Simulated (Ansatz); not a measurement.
C₅H₈F₂, SMILES `F[C@H]1CCC[C@@H]1F`, relaxed with RKS PBE-D4/def2-SVP in Ansatz from a rough embedded geometry. The force threshold is 0.03 eV/Å; the program also tests the step.

The species carries charge 0 and has multiplicity 1.

Start:

```xyz
15

F     0.613   -1.155   -1.648
C    -0.292   -0.275   -1.209
C    -0.909   -0.867    0.032
C    -0.081   -0.453    1.231
C     0.945    0.574    0.651
C     0.355    1.015   -0.692
F    -0.636    1.946   -0.473
H    -1.040   -0.091   -1.985
H    -1.073   -1.911   -0.059
H    -1.943   -0.402    0.176
H    -0.603   -0.062    2.006
H     0.517   -1.317    1.561
H     1.987    0.150    0.493
H     1.063    1.449    1.304
H     1.096    1.401   -1.387
```

| step | energy (eV) | largest force (eV/Å) | largest move (Å) |
| --- | --- | --- | --- |
| 1 | -10728.7211 | 4.706 | 0.000 |
| 2 | -10729.1561 | 1.169 | 0.065 |
| 3 | -10729.1934 | 0.277 | 0.159 |
| 4 | -10729.1974 | 0.319 | 0.047 |
| 5 | -10729.2073 | 0.065 | 0.042 |
| 6 | -10729.2082 | 0.016 | 0.026 |

End:

```xyz
15

F     0.720   -1.171   -1.576
C    -0.305   -0.299   -1.195
C    -0.994   -0.821    0.061
C     0.004   -0.515    1.207
C     0.929    0.613    0.661
C     0.355    0.998   -0.704
F    -0.660    1.948   -0.550
H    -0.978   -0.140   -2.064
H    -1.261   -1.891   -0.035
H    -1.931   -0.244    0.192
H    -0.524   -0.212    2.132
H     0.598   -1.414    1.459
H     1.964    0.244    0.520
H     0.979    1.506    1.313
H     1.104    1.398   -1.421
```

Run time 16 s (4 threads of an Intel Xeon Platinum 8259CL on a shared host); peak host memory 0.21 GiB.
